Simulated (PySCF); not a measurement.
## How the method moves the HOMO and LUMO of `Bc1ccoc1`

Compound: C4H5BO.
Atom-mapped SMILES: `[BH2:1][c:2]1[cH:3][cH:4][o:5][cH:6]1` (hydrogens: H7, H8 on B1; H9 on C3; H10 on C4; H11 on C6)

Geometry (PBE0-D3(BJ)/def2-SVP, Å), atoms numbered from 1 in this order:
```xyz
11
C4H5BO angstrom
B      1.991   -0.192   -0.040
C      0.471   -0.140   -0.139
C     -0.496    0.678    0.559
C     -1.719    0.321    0.097
O     -1.598   -0.660   -0.841
C     -0.300   -0.924   -0.973
H      2.591    0.531    0.722
H      2.610   -0.968   -0.732
H     -0.282    1.434    1.312
H     -2.734    0.645    0.312
H     -0.034   -1.696   -1.694
```

Basis pcSseg-2 throughout (PySCF), one geometry. Geometry: PBE0-D3(BJ)/def2-SVP; no solvent, vibrations or thermal averaging.

Q: How do the orbital energies, the gap and the dipole change with the method?

A: 
```tsv
method	kind	HOMO (eV)	LUMO (eV)	gap (eV)	μ (D)	SCF cycles
BLYP	GGA	-6.00	-2.49	3.52	1.44	16
B97-D	GGA	-6.07	-2.47	3.60	1.41	16
KT3	GGA	-6.11	-2.55	3.57	1.40	15
OPBE	GGA	-6.12	-2.51	3.61	1.47	17
KT2	GGA	-6.13	-2.61	3.51	1.43	16
PBE	GGA	-6.18	-2.65	3.53	1.48	16
BP86	GGA	-6.26	-2.71	3.54	1.47	16
LDA	LDA	-6.40	-2.93	3.48	1.47	16
B97-2	global hybrid	-6.87	-1.70	5.17	1.25	14
B3LYP	global hybrid	-6.93	-1.91	5.02	1.26	14
PBE0	global hybrid	-7.13	-1.71	5.42	1.26	14
mPW1PW91	global hybrid	-7.14	-1.71	5.43	1.25	14
BHandHLYP	global hybrid	-7.91	-0.68	7.23	1.04	13
CAM-B3LYP	range-separated hybrid	-8.38	-0.63	7.75	1.13	13
wB97X-D	range-separated hybrid	-8.90	0.12	9.02	1.14	15
HF	Hartree–Fock	-8.99	1.74	10.73	0.84	11
LC-wPBE	range-separated hybrid	-9.70	0.48	10.18	1.05	14
```

The HOMO spans 3.69 eV, from BLYP down to LC-wPBE, and the gap runs from 3.48 eV (LDA) to 10.73 eV (HF). Over the methods BLYP (0 %), B97-D (0 %), KT3 (0 %), OPBE (0 %), KT2 (0 %), PBE (0 %), BP86 (0 %), LDA (0 %), B97-2 (21 %), B3LYP (20 %), PBE0 (25 %), mPW1PW91 (25 %), BHandHLYP (50 %), HF (100 %), a straight line through the gap against the share of exact exchange rises by 0.72 eV for each 10 % (correlation coefficient 1.000). The dipole ranges from 0.84 D (HF) to 1.48 D (PBE). This basis has no diffuse functions.

The vertical ΔSCF ionisation energy at PBE0/def2-SVPD is 9.21 eV; −ε(HOMO) comes closest to it with HF (8.99 eV).
